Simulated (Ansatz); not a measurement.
Start from `F[SiH]1C[N]1[GeH3]` and change one atom or group to get `F[SiH]1CN1`.

Ansatz, PBE0-D4/def2-TZVP geometries, multiplicity 1. 

Scalar relativity is left out up to krypton.

```csv
property,`F[SiH]1C[N]1[GeH3]`
size of the dipole moment (ωB97M-V/def2-TZVPP) / D,1.12
HOMO–LUMO gap (ωB97M-V/def2-TZVPP) / eV,11.35
LUMO energy (PBE0/def2-TZVPP) / eV,0.23
LUMO energy (PBE/def2-TZVPP) / eV,-0.63
HOMO energy (PBE/def2-TZVPP) / eV,-5.85
HOMO–LUMO gap (PBE/def2-TZVPP) / eV,5.22
```

Q: Give the same properties after the change, and the shifts. (Estimate.)

A: The calculation gave: 
```
                                          property  `F[SiH]1CN1`  shift
size of the dipole moment (ωB97M-V/def2-TZVPP) / D          0.53  -0.59
           HOMO–LUMO gap (ωB97M-V/def2-TZVPP) / eV         11.50   0.15
                LUMO energy (PBE0/def2-TZVPP) / eV          0.45   0.22
                 LUMO energy (PBE/def2-TZVPP) / eV         -0.40   0.23
                 HOMO energy (PBE/def2-TZVPP) / eV         -5.77   0.08
               HOMO–LUMO gap (PBE/def2-TZVPP) / eV          5.38   0.16
```

Dipoles are sizes alone; their direction can turn.
